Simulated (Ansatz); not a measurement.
The molecule NaP, multiplicity 3 (lowest of 2S+1 = 1, 3, 5 at CCSD(T)/def2-TZVPP on PBE0 minima; our sources give no spin for the ground state, which may be another).

Constants: fifth-degree fit in 1/R to seven points, most abundant isotopes. Runs in def2 and cc sets follow the lowest solution found near the PBE0 minimum.

Codes used: Ansatz (an electronic-structure program). Each number belongs to the level named beside it.

Energies at wB97M-V/def2-TZVPP:

| R (Å) | E (hartree) |
|---|---|
| 2.465963 | -503.54920791 |
| 2.532252 | -503.55091909 |
| 2.593238 | -503.55166964 |
| 2.662179 | -503.55174397 |
| 2.731120 | -503.55115312 |
| 2.810667 | -503.54981876 |
| 2.903472 | -503.54758732 |

Q: With a reduced mass of 13.1956 u, find the minimum, the force constant and the constants.

A: A fifth-degree polynomial in 1/R puts the minimum at r_e = 2.6341 Å with force constant 66.5 N/m. Then ω_e = (1/2πc)√(k/μ) = 293 cm⁻¹ and B_e = h/(8π²cμr_e²) = 0.1841 cm⁻¹; the cubic and quartic terms give α_e = 0.0013 and ω_e x_e = 1.2 cm⁻¹.
